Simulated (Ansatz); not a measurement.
Relaxation of the cluster Pb₅Se₁₀ with RKS PBE-D4/def2-SVP.

```sh
$ ansatz run in.yaml --threads 2 --pin off --events-out ev --progress --plain --max-ram 22528MiB --backend cuda --devices 0, --max-vram 18GiB
```

```yaml
crystal:
  periodic: [false, false, false]
  atoms:
    - {symbol: Pb, position_ang: [1.215860, -1.746220, 3.548070]}
    - {symbol: Pb, position_ang: [2.727220, 0.747850, -1.244090]}
    - {symbol: Pb, position_ang: [1.967150, 1.721200, 2.167240]}
    - {symbol: Pb, position_ang: [0.329150, -2.236960, 0.024770]}
    - {symbol: Pb, position_ang: [-1.783750, 1.453990, -0.982290]}
    - {symbol: Se, position_ang: [1.154120, 0.587140, -3.682650]}
    - {symbol: Se, position_ang: [-1.099410, 0.978390, -3.564110]}
    - {symbol: Se, position_ang: [1.654290, -1.435590, -2.515490]}
    - {symbol: Se, position_ang: [2.538720, -0.818790, 1.234680]}
    - {symbol: Se, position_ang: [-2.665270, -2.513750, 0.675210]}
    - {symbol: Se, position_ang: [0.026290, 0.654480, 3.728580]}
    - {symbol: Se, position_ang: [-1.968580, -1.253930, -1.198340]}
    - {symbol: Se, position_ang: [0.655400, 2.171090, -0.192670]}
    - {symbol: Se, position_ang: [-3.601310, 2.882850, -0.222620]}
    - {symbol: Se, position_ang: [-1.149880, -1.191760, 2.223690]}
basis:
  gaussian: {orbitals: def2-SVP, fitting: {mean_field: def2-universal-jkfit}}
hamiltonian: {xc: pbe, dispersion: d4}
scf: {lower_state_search: "off"}
output: {orbitals: {seedname: orbitals}}
relax: {f_tol: 0.03, max_steps: 70}
```

It took 100 s on 2 threads of AMD EPYC 7R13 on a shared host and a share (18 GiB) of an NVIDIA H100 80GB HBM3, peak host memory 1.1 GiB.

Positions (Å) and forces (eV/Å) at steps 1, 2, 3, 4, 5, 6, 7, 8, 9, 10, 11, 13, 14, 15, 16, 19, 22, 23 of 23:

```xyz
15
step=1 energy=-679582.1036 eV
Pb    1.216   -1.746    3.548    0.581   -0.719    0.753
Pb    2.727    0.748   -1.244    1.062    0.318   -0.018
Pb    1.967    1.721    2.167    0.510    0.570    0.575
Pb    0.329   -2.237    0.025    0.418   -0.591   -0.071
Pb   -1.784    1.454   -0.982   -0.328    0.208    0.446
Se    1.154    0.587   -3.683    0.172    0.145   -0.677
Se   -1.099    0.978   -3.564   -0.450    0.022   -0.583
Se    1.654   -1.436   -2.515    0.132   -0.698   -0.588
Se    2.539   -0.819    1.235    1.000   -0.541    0.073
Se   -2.665   -2.514    0.675   -0.716   -0.591   -0.154
Se    0.026    0.654    3.729   -0.376    0.632    0.744
Se   -1.969   -1.254   -1.198   -0.494   -0.462   -0.751
Se    0.655    2.171   -0.193   -0.109    0.873   -0.236
Se   -3.601    2.883   -0.223   -0.537    0.393    0.189
Se   -1.150   -1.192    2.224   -0.865    0.441    0.298
15
step=2 energy=-679582.8243 eV
Pb    1.257   -1.799    3.661   -0.379    0.541   -0.199
Pb    2.870    0.785   -1.269   -0.329   -0.165   -0.059
Pb    2.038    1.779    2.252   -0.260   -0.291   -0.044
Pb    0.366   -2.314    0.023   -0.165    0.212    0.036
Pb   -1.849    1.488   -0.927    0.070   -0.319   -0.091
Se    1.148    0.576   -3.785   -0.095    0.002   -0.063
Se   -1.134    0.978   -3.654   -0.056    0.026    0.102
Se    1.693   -1.484   -2.635    0.277    0.111   -0.050
Se    2.714   -0.891    1.281    0.129    0.010    0.259
Se   -2.756   -2.579    0.638   -0.028   -0.023   -0.074
Se   -0.007    0.710    3.847    0.308   -0.185    0.024
Se   -2.053   -1.355   -1.289    0.010   -0.012    0.008
Se    0.680    2.313   -0.226    0.434    0.066    0.070
Se   -3.696    2.947   -0.187   -0.179    0.126    0.071
Se   -1.271   -1.153    2.270    0.264   -0.098    0.009
15
step=3 energy=-679582.8704 eV
Pb    1.220   -1.684    3.658   -0.179   -0.009   -0.003
Pb    2.784    0.689   -1.272    0.233    0.085   -0.096
Pb    1.961    1.664    2.279    0.127    0.261    0.054
Pb    0.393   -2.125   -0.017   -0.121   -0.279    0.019
Pb   -1.792    1.440   -0.861   -0.110   -0.029   -0.108
Se    1.091    0.542   -3.823   -0.021    0.103   -0.128
Se   -1.186    0.963   -3.624    0.048   -0.038    0.120
Se    1.753   -1.536   -2.754   -0.067    0.020    0.036
Se    2.852   -0.940    1.342   -0.134    0.093    0.138
Se   -2.730   -2.559    0.590    0.164   -0.012    0.007
Se   -0.077    0.746    3.944    0.158   -0.071   -0.120
Se   -2.066   -1.358   -1.364   -0.045    0.091    0.065
Se    0.742    2.377   -0.218    0.048   -0.207    0.050
Se   -3.671    2.887   -0.137   -0.063    0.031    0.046
Se   -1.273   -1.106    2.255   -0.039   -0.039   -0.078
15
step=4 energy=-679582.9420 eV
Pb    1.188   -1.707    3.649   -0.119    0.059   -0.024
Pb    2.841    0.708   -1.294   -0.019   -0.027    0.022
Pb    2.009    1.734    2.285    0.017    0.003   -0.055
Pb    0.372   -2.199   -0.014   -0.049   -0.054    0.012
Pb   -1.817    1.442   -0.861   -0.003   -0.006    0.007
Se    1.113    0.562   -3.827   -0.018    0.024   -0.019
Se   -1.163    0.964   -3.596   -0.028   -0.013    0.022
Se    1.747   -1.512   -2.732    0.032    0.059   -0.008
Se    2.788   -0.901    1.340    0.011    0.050    0.080
Se   -2.735   -2.586    0.599    0.073   -0.028    0.022
Se   -0.042    0.751    3.893    0.061   -0.029   -0.044
Se   -2.077   -1.356   -1.337   -0.017    0.023   -0.026
Se    0.749    2.317   -0.219    0.080   -0.071    0.015
Se   -3.690    2.894   -0.123   -0.024    0.009    0.024
Se   -1.282   -1.112    2.235    0.005    0.001   -0.029
15
step=5 energy=-679582.9390 eV rejected
Pb    1.015   -1.622    3.648    0.079   -0.040    0.003
Pb    2.895    0.634   -1.279    0.102   -0.107    0.122
Pb    2.092    1.769    2.269   -0.002   -0.075    0.042
Pb    0.350   -2.266   -0.031    0.056    0.160   -0.052
Pb   -1.776    1.417   -0.735    0.022    0.068    0.027
Se    1.019    0.595   -3.811    0.119   -0.061   -0.025
Se   -1.266    0.884   -3.497   -0.007    0.145   -0.025
Se    1.750   -1.467   -2.760   -0.032   -0.043   -0.073
Se    2.779   -0.903    1.433    0.095   -0.007   -0.096
Se   -2.585   -2.665    0.493   -0.207   -0.176    0.097
Se   -0.076    0.888    3.778   -0.116    0.007   -0.004
Se   -2.046   -1.320   -1.443    0.036   -0.102    0.150
Se    0.852    2.250   -0.233   -0.257    0.126   -0.063
Se   -3.665    2.845    0.041    0.072   -0.058    0.010
Se   -1.339   -1.041    2.127    0.040    0.163   -0.113
15
step=6 energy=-679582.9694 eV
Pb    1.102   -1.668    3.637   -0.044   -0.014   -0.009
Pb    2.867    0.669   -1.281    0.032   -0.047    0.044
Pb    2.046    1.743    2.268    0.022    0.016    0.000
Pb    0.361   -2.224   -0.020   -0.028    0.027   -0.035
Pb   -1.804    1.432   -0.806    0.016    0.027    0.003
Se    1.088    0.584   -3.826    0.008    0.000    0.019
Se   -1.191    0.957   -3.554   -0.037   -0.012    0.028
Se    1.752   -1.490   -2.751   -0.011    0.004   -0.023
Se    2.794   -0.906    1.382    0.029    0.007   -0.005
Se   -2.669   -2.655    0.577    0.038    0.020   -0.027
Se   -0.060    0.813    3.835   -0.024    0.031   -0.040
Se   -2.080   -1.352   -1.353   -0.010   -0.052   -0.023
Se    0.789    2.285   -0.231   -0.043    0.001    0.004
Se   -3.683    2.873   -0.049    0.019   -0.020    0.020
Se   -1.310   -1.061    2.171    0.031    0.014    0.044
15
step=7 energy=-679582.9830 eV
Pb    1.049   -1.633    3.622   -0.025   -0.027   -0.004
Pb    2.892    0.633   -1.261    0.022   -0.052    0.042
Pb    2.073    1.756    2.261    0.013    0.011    0.013
Pb    0.350   -2.212   -0.038   -0.043    0.007   -0.047
Pb   -1.781    1.406   -0.768   -0.020    0.007   -0.006
Se    1.077    0.600   -3.813   -0.030   -0.003    0.007
Se   -1.208    0.948   -3.523    0.021    0.005    0.009
Se    1.750   -1.484   -2.769   -0.001    0.008   -0.008
Se    2.805   -0.910    1.403    0.027    0.013   -0.019
Se   -2.646   -2.681    0.557    0.047    0.036   -0.018
Se   -0.085    0.865    3.780   -0.041    0.036   -0.034
Se   -2.094   -1.366   -1.383    0.002   -0.044    0.011
Se    0.814    2.271   -0.234   -0.024    0.017   -0.011
Se   -3.663    2.820    0.033    0.022   -0.015    0.023
Se   -1.332   -1.014    2.132    0.031    0.002    0.041
15
step=8 energy=-679582.9955 eV
Pb    0.974   -1.587    3.606    0.039    0.027    0.008
Pb    2.925    0.570   -1.228    0.011   -0.008    0.046
Pb    2.104    1.775    2.250   -0.029   -0.007    0.002
Pb    0.331   -2.204   -0.073    0.010   -0.012   -0.039
Pb   -1.761    1.371   -0.718    0.001    0.015   -0.025
Se    1.064    0.616   -3.801   -0.032    0.016   -0.005
Se   -1.221    0.960   -3.486    0.026   -0.005    0.000
Se    1.749   -1.478   -2.796   -0.013   -0.018   -0.003
Se    2.818   -0.915    1.430   -0.004    0.017    0.003
Se   -2.600   -2.709    0.537   -0.026   -0.015   -0.023
Se   -0.132    0.945    3.699   -0.010   -0.045   -0.026
Se   -2.109   -1.387   -1.420   -0.001   -0.016    0.037
Se    0.846    2.253   -0.247    0.009    0.008   -0.011
Se   -3.638    2.748    0.158    0.028   -0.018    0.022
Se   -1.350   -0.958    2.089   -0.008    0.060    0.013
15
step=9 energy=-679582.9996 eV
Pb    0.920   -1.534    3.585    0.019   -0.019    0.000
Pb    2.958    0.522   -1.189    0.008   -0.006   -0.016
Pb    2.115    1.794    2.240   -0.018    0.021    0.017
Pb    0.313   -2.199   -0.110   -0.011   -0.061   -0.014
Pb   -1.719    1.332   -0.682   -0.069    0.024   -0.032
Se    1.055    0.638   -3.789   -0.046    0.004   -0.008
Se   -1.231    0.963   -3.459    0.046   -0.002   -0.005
Se    1.741   -1.471   -2.818    0.021    0.019    0.007
Se    2.825   -0.909    1.451    0.004    0.007    0.023
Se   -2.587   -2.743    0.523   -0.001    0.044   -0.008
Se   -0.180    1.002    3.621   -0.035    0.003   -0.016
Se   -2.133   -1.413   -1.437   -0.020   -0.012   -0.020
Se    0.884    2.247   -0.262    0.040    0.023   -0.032
Se   -3.587    2.663    0.286    0.040   -0.011    0.016
Se   -1.376   -0.892    2.039    0.024   -0.034    0.087
15
step=10 energy=-679583.0069 eV
Pb    0.922   -1.523    3.603    0.029   -0.002   -0.009
Pb    2.980    0.508   -1.180   -0.026   -0.011   -0.004
Pb    2.092    1.816    2.227   -0.010   -0.006    0.010
Pb    0.299   -2.216   -0.126   -0.029   -0.052    0.011
Pb   -1.706    1.333   -0.692   -0.067    0.000   -0.008
Se    1.058    0.647   -3.789   -0.043   -0.009   -0.011
Se   -1.228    0.965   -3.462    0.041   -0.003   -0.037
Se    1.743   -1.464   -2.823    0.039    0.041   -0.013
Se    2.812   -0.894    1.461    0.032    0.019    0.017
Se   -2.597   -2.748    0.517   -0.023   -0.002   -0.011
Se   -0.203    1.006    3.601   -0.038   -0.007    0.003
Se   -2.148   -1.424   -1.448    0.008    0.022    0.047
Se    0.904    2.258   -0.296    0.037    0.010   -0.007
Se   -3.549    2.645    0.349    0.049   -0.013    0.006
Se   -1.377   -0.908    2.057    0.001    0.013    0.007
15
step=11 energy=-679583.0042 eV rejected
Pb    0.924   -1.483    3.615    0.009   -0.011   -0.038
Pb    3.004    0.481   -1.162   -0.028    0.013    0.039
Pb    2.036    1.842    2.221    0.003    0.008   -0.028
Pb    0.269   -2.270   -0.143   -0.135    0.198    0.087
Pb   -1.677    1.331   -0.723   -0.072    0.052    0.062
Se    1.060    0.664   -3.812   -0.026   -0.026    0.015
Se   -1.227    0.962   -3.494    0.003   -0.024   -0.009
Se    1.759   -1.443   -2.849   -0.056    0.001    0.079
Se    2.822   -0.863    1.483   -0.103   -0.022   -0.042
Se   -2.621   -2.773    0.514    0.089   -0.015   -0.065
Se   -0.284    1.022    3.566    0.012   -0.062   -0.018
Se   -2.177   -1.439   -1.444    0.116   -0.026    0.084
Se    0.943    2.285   -0.348    0.012   -0.056    0.015
Se   -3.439    2.614    0.498    0.099   -0.051   -0.051
Se   -1.391   -0.930    2.079    0.076    0.022   -0.132
15
step=13 energy=-679583.0169 eV
Pb    0.930   -1.506    3.608   -0.001    0.008   -0.023
Pb    3.000    0.492   -1.160   -0.019   -0.004    0.015
Pb    2.037    1.849    2.222   -0.006   -0.016   -0.031
Pb    0.270   -2.248   -0.121   -0.036    0.059    0.036
Pb   -1.701    1.339   -0.733   -0.016    0.004    0.017
Se    1.052    0.649   -3.810    0.001   -0.001   -0.004
Se   -1.235    0.946   -3.502   -0.012   -0.007   -0.003
Se    1.753   -1.444   -2.829   -0.010    0.005    0.022
Se    2.815   -0.856    1.484   -0.011   -0.007    0.010
Se   -2.614   -2.781    0.496    0.043    0.006   -0.018
Se   -0.269    1.001    3.572   -0.012   -0.022   -0.013
Se   -2.154   -1.434   -1.448    0.010    0.010    0.025
Se    0.926    2.263   -0.341    0.008   -0.005    0.006
Se   -3.429    2.647    0.495    0.039   -0.019   -0.016
Se   -1.379   -0.917    2.066    0.021   -0.010   -0.022
15
step=14 energy=-679583.0186 eV
Pb    0.922   -1.495    3.605    0.001   -0.002    0.001
Pb    3.008    0.475   -1.139    0.017    0.001   -0.015
Pb    2.013    1.858    2.204    0.007    0.016    0.003
Pb    0.258   -2.240   -0.117   -0.026    0.037    0.030
Pb   -1.692    1.331   -0.740   -0.067    0.047    0.045
Se    1.045    0.653   -3.814   -0.009   -0.001   -0.011
Se   -1.244    0.937   -3.511   -0.004   -0.006   -0.003
Se    1.752   -1.435   -2.831   -0.018    0.009    0.031
Se    2.828   -0.847    1.506   -0.045   -0.004    0.003
Se   -2.611   -2.798    0.480    0.050    0.001   -0.024
Se   -0.303    1.005    3.547    0.003   -0.007   -0.014
Se   -2.157   -1.440   -1.457   -0.006    0.008    0.025
Se    0.938    2.269   -0.371    0.008   -0.032    0.017
Se   -3.367    2.637    0.572    0.074   -0.049   -0.051
Se   -1.388   -0.911    2.066    0.014   -0.019   -0.037
15
step=15 energy=-679583.0204 eV
Pb    0.914   -1.491    3.604    0.003    0.007    0.009
Pb    3.022    0.464   -1.135    0.003    0.005   -0.002
Pb    2.003    1.874    2.207   -0.005   -0.013   -0.011
Pb    0.252   -2.233   -0.113    0.005    0.017    0.018
Pb   -1.687    1.325   -0.747   -0.077    0.068    0.058
Se    1.036    0.656   -3.818   -0.003   -0.003   -0.011
Se   -1.255    0.932   -3.520   -0.001   -0.002    0.010
Se    1.745   -1.427   -2.831   -0.009    0.012    0.017
Se    2.825   -0.831    1.518   -0.022   -0.009    0.013
Se   -2.605   -2.811    0.470    0.023   -0.018   -0.018
Se   -0.323    1.006    3.528    0.008    0.010    0.004
Se   -2.158   -1.442   -1.459   -0.025    0.002   -0.004
Se    0.948    2.256   -0.378    0.012   -0.013   -0.006
Se   -3.325    2.632    0.614    0.074   -0.051   -0.059
Se   -1.393   -0.910    2.060    0.012   -0.012   -0.019
15
step=16 energy=-679583.0222 eV
Pb    0.909   -1.484    3.612    0.003    0.004    0.011
Pb    3.036    0.454   -1.128   -0.009    0.000    0.003
Pb    1.992    1.878    2.199    0.002   -0.005   -0.002
Pb    0.250   -2.225   -0.110    0.032   -0.008    0.007
Pb   -1.690    1.325   -0.750   -0.046    0.042    0.032
Se    1.029    0.662   -3.821   -0.007    0.000   -0.010
Se   -1.263    0.931   -3.522   -0.008   -0.002    0.003
Se    1.739   -1.417   -2.830    0.012    0.013   -0.002
Se    2.821   -0.828    1.530    0.001   -0.008    0.015
Se   -2.593   -2.828    0.460   -0.002   -0.016   -0.005
Se   -0.339    1.008    3.517    0.003    0.013   -0.002
Se   -2.161   -1.442   -1.460   -0.034    0.006   -0.022
Se    0.953    2.240   -0.392    0.017    0.001   -0.006
Se   -3.293    2.636    0.641    0.045   -0.027   -0.036
Se   -1.391   -0.911    2.055   -0.008   -0.012    0.014
15
step=19 energy=-679583.0272 eV
Pb    0.882   -1.433    3.671   -0.023    0.008   -0.005
Pb    3.101    0.393   -1.070    0.011   -0.003    0.031
Pb    1.922    1.901    2.164   -0.005    0.011    0.013
Pb    0.251   -2.194   -0.104    0.025   -0.003   -0.021
Pb   -1.684    1.324   -0.773   -0.011   -0.013    0.004
Se    0.958    0.699   -3.844   -0.033    0.018   -0.007
Se   -1.340    0.910   -3.545    0.013   -0.013    0.002
Se    1.726   -1.343   -2.847    0.014   -0.007   -0.018
Se    2.816   -0.812    1.616   -0.005   -0.002   -0.030
Se   -2.539   -2.938    0.400   -0.026    0.012    0.003
Se   -0.447    1.023    3.431    0.010   -0.009    0.002
Se   -2.186   -1.457   -1.463    0.015   -0.021    0.013
Se    1.007    2.196   -0.478    0.012    0.006   -0.003
Se   -3.067    2.686    0.792    0.007    0.007   -0.002
Se   -1.401   -0.955    2.052   -0.005    0.010    0.018
15
step=22 energy=-679583.0299 eV
Pb    0.837   -1.416    3.693   -0.007    0.007   -0.001
Pb    3.164    0.374   -1.025   -0.026   -0.011    0.008
Pb    1.880    1.912    2.147   -0.011   -0.013   -0.017
Pb    0.269   -2.178   -0.120    0.006    0.010   -0.004
Pb   -1.676    1.302   -0.772   -0.003    0.012    0.017
Se    0.894    0.742   -3.853   -0.006   -0.012    0.011
Se   -1.402    0.864   -3.545    0.011    0.001   -0.008
Se    1.752   -1.273   -2.870    0.006    0.008   -0.001
Se    2.778   -0.816    1.639    0.012   -0.001   -0.008
Se   -2.510   -2.991    0.399   -0.004   -0.007   -0.003
Se   -0.504    1.031    3.388    0.008    0.005    0.016
Se   -2.198   -1.495   -1.450   -0.002    0.000    0.005
Se    1.046    2.170   -0.529    0.000    0.012    0.010
Se   -2.911    2.746    0.853    0.012   -0.017   -0.017
Se   -1.420   -0.973    2.044    0.005    0.004   -0.007
15
step=23 energy=-679583.0301 eV
Pb    0.850   -1.425    3.681   -0.001   -0.003   -0.008
Pb    3.138    0.388   -1.043    0.001   -0.003    0.015
Pb    1.898    1.905    2.157    0.005   -0.004   -0.002
Pb    0.263   -2.183   -0.125    0.015   -0.004    0.007
Pb   -1.678    1.306   -0.772   -0.006    0.003    0.003
Se    0.921    0.727   -3.845   -0.007    0.005   -0.014
Se   -1.376    0.872   -3.545    0.007    0.003    0.000
Se    1.753   -1.300   -2.866   -0.002    0.001    0.001
Se    2.784   -0.820    1.617    0.014   -0.001    0.006
Se   -2.525   -2.961    0.411    0.002   -0.002    0.002
Se   -0.475    1.030    3.419    0.005    0.006   -0.007
Se   -2.196   -1.486   -1.454   -0.008    0.008    0.002
Se    1.028    2.185   -0.502   -0.004    0.006   -0.009
Se   -2.977    2.721    0.822    0.001   -0.003   -0.003
Se   -1.409   -0.956    2.044   -0.023   -0.010    0.008
```

In the def2 sets Pb takes a core potential; there is no spin–orbit coupling. Single mean-field runs in def2-SVP are fitted with def2-universal-jkfit. Another isomer (singlet) lies 2.00 eV lower at PBE0-D4/def2-TZVP; other spin states weren't run for this one.
